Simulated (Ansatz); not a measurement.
Ansatz (a first-principles code) input (CCSD(T)/6-31G*):

Ansatz 0.2 input:
```yaml
crystal:
  periodic: [false, false, false]
  atoms:
    - {symbol: C, position_ang: [-0.97646967, 1.41353695, -1.03215171]}
    - {symbol: Si, position_ang: [-0.12860626, -0.05963539, -0.33227811]}
    - {symbol: C, position_ang: [1.37385376, -0.51631042, -1.33723381]}
    - {symbol: C, position_ang: [-1.31160237, -1.48545994, -0.12390658]}
    - {symbol: Cl, position_ang: [0.55172370, 0.45505596, 1.58460719]}
    - {symbol: H, position_ang: [-2.02849380, 1.61766838, -0.86484274]}
    - {symbol: H, position_ang: [-0.44880748, 2.18775859, -1.57856746]}
    - {symbol: H, position_ang: [1.91211696, -1.34501275, -0.87405743]}
    - {symbol: H, position_ang: [1.08214491, -0.81759545, -2.34626542]}
    - {symbol: H, position_ang: [2.05964719, 0.32870968, -1.41803589]}
    - {symbol: H, position_ang: [-1.68642981, -1.81674151, -1.09538402]}
    - {symbol: H, position_ang: [-2.16549261, -1.19609357, 0.49094230]}
    - {symbol: H, position_ang: [-0.81819100, -2.33034877, 0.35953450]}
basis:
  gaussian:
    orbitals: 6-31G*
magnetization: {spin_polarized: true, initial_magnetization: 1}
correlation: {method: ccsd_t, electrons: outside_noble_gas}
```

End of the output:

```
integrals: 0.21 GiB planned
1011 factors; integrals over basis functions are off by at most 7.5e-4 eV
0.65 GiB of device memory are held for the factors and their scratch space
mean field: 0.58 GiB planned
mean field evaluation 1: about -23581.5664 eV, gradient 2.1e1 eV
mean field evaluation 2: about -23581.6236 eV, gradient 2.1e1 eV
mean field evaluation 4: about -23584.2075 eV, gradient 2.1e0 eV
mean field evaluation 8: about -23584.2466 eV, gradient 2.6e-1 eV
mean field evaluation 16: about -23581.5659 eV, gradient 2.1e1 eV
mean field -23584.24811035 eV, -866.7051320779 hartree, gradient 2.1e-6 eV, S^2 0.759928; 0 other end points of the search recorded, 0 dependent functions left out
13 core orbitals not correlated
reference -23584.24811035 eV, -866.7051320779 hartree; 16, 15 occupied and 70, 71 virtual orbitals, 1011 factors
second order -15.63289888 eV of doubles, -0.00000000 eV of singles
coupled cluster: 1.36 GiB planned
cycle   1  -16.89006988 eV  change    -1.3e0 eV  update   8.6e-2
cycle   2  -17.35859471 eV  change   -4.7e-1 eV  update   2.6e-2
cycle   3  -17.43061363 eV  change   -7.2e-2 eV  update   1.0e-2
cycle   4  -17.43311771 eV  change   -2.5e-3 eV  update   3.4e-3
cycle   5  -17.43268937 eV  change    4.3e-4 eV  update   1.5e-3
cycle   6  -17.43294112 eV  change   -2.5e-4 eV  update   5.3e-4
cycle   7  -17.43306432 eV  change   -1.2e-4 eV  update   2.0e-4
cycle   8  -17.43306957 eV  change   -5.3e-6 eV  update   6.9e-5
cycle   9  -17.43305510 eV  change    1.4e-5 eV  update   3.3e-5
perturbative correction -0.45243030 eV, -0.0166265067 hartree
Total energy: -23602.13359575 eV, -867.3624115430 hartree
```

It need not be the lowest isomer of its formula.
